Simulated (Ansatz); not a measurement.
`F[SiH2][SnH3]` → `[SiH2]` + `[F][SnH3]` at 400 K and 1 bar (silylene formation by 1,1-elimination).

Gas-phase electronic energies from Ansatz, PBE0-D4/def2-TZVP geometries. CCSD(T)/CBS is the MP2 limit (def2-TZVPP, def2-QZVPP) plus CCSD(T) − MP2 in def2-TZVPP, frozen cores. This one scheme is used for every species. def2 core potentials past Kr. For Sn outer-core shells are correlated without core-valence functions, which leaves a few kJ/mol of doubt a bond.

```
        species  CCSD(T)/CBS energy (Eh)  H − E (kJ/mol)  S (J/(mol·K))
`F[SiH2][SnH3]`               -605.93962           134.4          369.4
       `[SiH2]`               -290.19011            44.2          218.1
    `[F][SnH3]`               -315.62493            76.6          283.1
```

H − E and S are ideal-gas, rigid-rotor, harmonic terms from PBE0-D4/def2-TZVP. 1 Eh = 2625.50 kJ/mol, R = 8.31446 J/(mol·K).

Q: By hand: ΔE, ΔH, ΔS and ΔG.

A: ΔE = (-290.19011) + (-315.62493) − (-605.93962) = 0.12458 Eh = 327.1 kJ/mol. Δ(H − E) = 44.2 + 76.6 − 134.4 = -13.6, so ΔH = 313.5 kJ/mol. ΔS = 218.1 + 283.1 − 369.4 = 131.8 J/(mol·K). ΔG = 313.5 − 400 × (131.8)/1000 = 260.8 kJ/mol.

Q: By hand: the equilibrium constant, and the temperature at which ΔG would vanish if ΔH and ΔS stayed fixed.

A: log₁₀ K = −ΔG/(RT ln 10) = -34.1. ΔG = 0 at ΔH/ΔS = 2379 K.

The number of gas molecules changes by +1, which sets the sign of ΔS. A doubt of 5 kJ/mol in ΔE shifts log₁₀ K by 0.7 here. These are equilibria of isolated gas molecules and say nothing of rates. Largest T1 diagnostic: 0.014 (customary marks: 0.02 for closed shells, 0.045 for open ones).
